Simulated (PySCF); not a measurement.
Isomers of C4H6F2O2Si. Level of theory: PySCF, TDDFT CAM-B3LYP/def2-SVPD, vertical, gas phase, core orbitals frozen in the response. Geometries: GFN2-xTB; one conformer of each isolated species. Triplets are in the Tamm–Dancoff approximation.

A. `O=CO[C@@]1(F)[SiH2]C[C@@H]1F`
B. `C=C1O[SiH2][C@@H](C(F)F)O1`
C. `O=C[C@@H]1OC[C@@H](F)[Si@@H]1F`

Lowest singlet levels (six at most, fewer where fewer were computed) with oscillator strengths:

1. 4.33 eV (f 0.001); 6.13 eV (f 0.062); 6.45 eV (f 0.009); 7.00 eV (f 0.006); 7.23 eV (f 0.016); 7.34 eV (f 0.034); T1 3.75 eV
2. 5.52 eV (f 0.005); 6.37 eV (f 0.030); 6.85 eV (f 0.032); 7.00 eV (f 0.425); 7.11 eV (f 0.017); 7.21 eV (f 0.014); T1 4.43 eV
3. 5.74 eV (f 0.002); 6.74 eV (f 0.001); 7.07 eV (f 0.012); 7.35 eV (f 0.009); 7.58 eV (f 0.016); 7.72 eV (f 0.009); T1 5.27 eV

Problem. Match each spectrum to its molecule.

Solution. 1 = C, 2 = B, 3 = A.
- A: S1 at 5.74 eV, HOMO→LUMO (65%), HOMO-2→LUMO (16%), HOMO-3→LUMO (10%); Löwdin shares by element: HOMO carbon 38% or more, silicon 17%, oxygen 14% or more (atoms not listed hold the other 30%); LUMO oxygen 42%, carbon 38% or more, hydrogen 8% or more; HOMO -9.41 and LUMO 0.31 eV.
- B: S1 at 5.52 eV, HOMO→LUMO (92%); Löwdin shares by element: HOMO carbon 63% or more, oxygen 24%; LUMO silicon 39%, hydrogen 22% or more, oxygen 10% or more (atoms not listed hold the other 29%); HOMO -7.82 and LUMO 0.43 eV.
- C: S1 at 4.33 eV, HOMO→LUMO (64%), HOMO-1→LUMO (26%); Löwdin shares by element: HOMO oxygen 50%, carbon 25% or more (atoms not listed hold the other 25%); LUMO carbon 44% or more, oxygen 27% or more, silicon 10% (atoms not listed hold the other 19%); HOMO -9.25 and LUMO -0.13 eV.
